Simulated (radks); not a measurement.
Valence configurations of Ne+ (all share [He]). Method: non-relativistic Kohn-Sham, LDA (Slater exchange, Perdew-Wang correlation), spin-unpolarised, spherical densities, point nucleus; computed with a radial shooting solver on a logarithmic mesh with Libxc functionals. Energies are relative to 2s2 2p5; eigenvalues in eV.

valence,E (eV),e(2p),e(2s)
2s2 2p5,0.000,-32.450,-55.161
2s1.5 2p5.5,11.368,-32.500,-55.261
2s1 2p6,22.761,-32.556,-55.367

NIST lists [He] 2s2 2p5 as the ground configuration; this level of theory agrees among the configurations tried. The energies are those of spherical spin-averaged densities, not of single terms.
